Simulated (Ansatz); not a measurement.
Abridged output of a molecular run in Ansatz:

```
Functional definition: HF
1406 factors; integrals over basis functions are off by at most 1.2e-3 eV
mean field evaluation 1: about -5890.4405 eV, gradient 5.4e1 eV
mean field evaluation 2: about -5890.5092 eV, gradient 5.4e1 eV
mean field evaluation 4: about -5896.5557 eV, gradient 4.3e0 eV
mean field evaluation 8: about -5896.6490 eV, gradient 4.1e-1 eV
mean field evaluation 16: about -5896.6510 eV, gradient 1.9e-6 eV
mean field -5896.65099806 eV, -216.6979272850 hartree, gradient 1.9e-6 eV, S^2 0.000000; 0 other end points of the search recorded, 0 dependent functions left out
3 core orbitals not correlated: weight in the atoms' cores, before any rotation towards them, 1.000 or more for the frozen orbitals, at most 0.000 for the correlated occupied ones
reference -5896.65099806 eV, -216.6979272850 hartree; 16, 16 occupied and 214, 214 virtual orbitals, 1406 factors
second order -23.98159275 eV of doubles, -0.00000000 eV of singles
cycle   1  -24.24035913 eV  change   -2.6e-1 eV  update   1.1e-1
cycle   2  -24.71097844 eV  change   -4.7e-1 eV  update   4.0e-2
cycle   3  -24.86567742 eV  change   -1.5e-1 eV  update   2.2e-2
cycle   4  -24.86354113 eV  change    2.1e-3 eV  update   6.6e-3
cycle   5  -24.85599198 eV  change    7.5e-3 eV  update   3.1e-3
cycle   6  -24.85634428 eV  change   -3.5e-4 eV  update   1.5e-3
cycle   7  -24.85649715 eV  change   -1.5e-4 eV  update   6.5e-4
cycle   8  -24.85629075 eV  change    2.1e-4 eV  update   2.9e-4
cycle   9  -24.85635482 eV  change   -6.4e-5 eV  update   1.1e-4
cycle  10  -24.85645173 eV  change   -9.7e-5 eV  update   4.0e-5
cycle  11  -24.85639443 eV  change    5.7e-5 eV  update   1.8e-5
cycle  12  -24.85639425 eV  change    1.8e-7 eV  update   7.0e-6
perturbative correction -0.85901634 eV, -0.0315682682 hartree
Total energy: -5922.36640864 eV, -217.6429511935 hartree
```

Its atoms:

Z-matrix (Å, degrees):
```
C
Y 1 2.345
H 1 1.099 2 109.5
H 1 1.100 2 112.8 3 117.3
H 1 1.097 2 115.1 3 -119.6
C 2 2.344 1 109.7 3 -47.5
F 2 1.988 1 114.3 3 82.9
H 6 1.100 2 113.2 1 -101.2
H 6 1.097 2 114.3 1 136.7
H 6 1.099 2 109.8 1 16.7
```

Task: Which basis set was used?
A. def2-TZVPP
B. cc-pV(D+d)Z
C. def2-QZVPP
D. def2-SVP

Result: A. It gives 233 functions.

Task: Write the keys of the input that set method, charge and spin (a neutral closed shell needs none for the last two).

Result: 
```yaml
correlation: {method: ccsd_t}
```
